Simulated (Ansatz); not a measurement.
Reaction (redistribution): `N=[C](O)[AlH][F]` + `[SiH3][CH2][GeH2][SH]` → `N=[C](O)[AlH][SH]` + `[F][GeH2][CH2][SiH3]`

Program: Ansatz. Geometries: PBE0-D4/def2-TZVP. ΔE: electronic, gas phase. CCSD(T)/CBS adds triple-zeta CCSD(T) − MP2 to the extrapolated MP2 energy (def2 sets, frozen cores). DFT in def2-TZVPP. B3LYP here is the variant with VWN-RPA as its local correlation; programs differ in this. For Ge outer-core shells are correlated without core-valence functions, which leaves a few kJ/mol of doubt a bond. Scalar relativity is left out up to krypton. One conformer a species, not always the lowest.

**Question.** Is it downhill or uphill in electronic energy at CCSD(T)/CBS, and by how much? (An estimate is asked.)

**Answer.** Computed: Uphill: ΔE = +0.57 eV.

**Question.** What do these levels give: PBE-D4, r2SCAN-D4, ωB97X-V, ωB97M-V, PBE, PBE0, B3LYP, HF/def2-TZVPP, MP2/def2-QZVPP, SCS-MP2/def2-QZVPP, MP2/CBS(def2), CCSD/CBS(def2)? (Estimate.)

**Answer.** Computed: PBE-D4 0.52, r2SCAN-D4 0.50, ωB97X-V 0.49, ωB97M-V 0.53, PBE 0.49, PBE0 0.51, B3LYP 0.51, HF/def2-TZVPP 0.45, MP2/def2-QZVPP 0.60, SCS-MP2/def2-QZVPP 0.56, MP2/CBS(def2) 0.61, CCSD/CBS(def2) 0.56 eV.

Largest T1 diagnostic among the species: 0.015.

The D4 term adds +0.04 eV with B3LYP and +0.02 eV with PBE0; it sums over pairs of atoms, weighted by their polarisabilities, and B3LYP, whose exchange is more repulsive, gets the larger term. In def2-TZVPP, CCSD(T) changes the Hartree–Fock value by +0.10 eV (the triples alone add +0.00 eV) and MP2 by +0.14 eV.
